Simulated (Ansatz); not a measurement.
Basis-set extrapolation for CH₅AlFNO (PBE0-D4/def2-TZVP geometry, frozen core, Ansatz 0.2.0). Multiplicity 1, RHF reference.

```
                      def2-TZVPP   def2-QZVPP
                 HF  -511.599477  -511.619497
    MP2 correlation    -0.937417    -1.013594
CCSD(T) correlation    -1.002905      not run
```

Energies in hartree. Use E(X) = E(∞) + A·exp(−7.88·√X) for Hartree–Fock and E(X) = E(∞) + B·X^(−2.97) for correlation, with X = 3 and 4, and add CCSD(T) minus MP2 of the smaller set to the MP2 limit.

Task: What is the CCSD(T) energy at the basis-set limit?

Result: HF limit: -511.619497 + (-0.020020) × 0.13774 = -511.62225. MP2 limit: -1.013594 + (-0.076177) × 0.74074 = -1.07002. Higher-order term: -1.002905 − (-0.937417) = -0.06549. Total: -512.75776 hartree, 407.9 kJ/mol below CCSD(T)/def2-TZVPP.
